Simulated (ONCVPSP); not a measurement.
# beryllium: one change to an ONCV potential, before and after

| Quantity | Value |
| --- | --- |
| Element | beryllium (Be) |
| Generator | ONCVPSP 4.0.1 |
| Type | optimised norm-conserving Vanderbilt (ONCV) |
| Functional | LDA (Perdew-Zunger) |
| Relativity | scalar-relativistic |
| Frozen core | none |
| Valence charge | 4 |
| Reference configuration | 1s2 2s0.5 (charge +1.5) |
| Partial waves | 1s+2s: rc 0.65 bohr, ncon 4, nbas 7, qcut 14.5 1/bohr, 2 projectors; p scattering state at 0.03 Ha: rc 0.65 bohr, ncon 4, nbas 8, qcut 13.1 1/bohr, 2 projectors, debl 2.3 Ha; d scattering state at 0.32 Ha: rc 0.60 bohr, ncon 4, nbas 7, qcut 15.1 1/bohr, local |
| Local potential | the d channel |
| Core correction | none |

Change: all radii scaled by about 1.04 (s 0.68, p 0.68, d 0.62 bohr).

Cutoffs: the cutoffs (Ha) at which the residual kinetic energy of the hardest occupied pseudo-wave falls to 1 and 0.1 mHa per electron; they do not see the model core or the augmentation charge, which bear on the density cutoff. Errors are all-electron minus pseudo energies relative to the spin-unpolarised reference configuration.

Predict the effect on cutoff, ghosts and configuration errors.

The potential gets softer (100 Ha and 255 Ha → 95 Ha and 193 Ha); the errors of the 4 common tests hardly move; neither file shows a bound ghost. A larger radius leaves more room for a smooth pseudo-wave, so fewer plane waves are needed.

| quantity | base | changed |
| --- | --- | --- |
| cutoff, loose | 100 Ha | 95 Ha |
| cutoff, tight | 255 Ha | 193 Ha |
| bound ghosts | none | none |
| GHOST(+) flags under 300 eV | none | none |
| error for 1s2 2s2, meV [ΔE -17.42 eV] | +0.8 | +0.9 |
| error for 1s2 2s1, meV [ΔE -7.90 eV] | +0.1 | +0.1 |
| error for 1s2 2s0, meV [ΔE 9.88 eV] | +0.4 | +0.4 |
| error for 1s2 2s1.5, meV [ΔE -13.67 eV] | +0.5 | +0.5 |
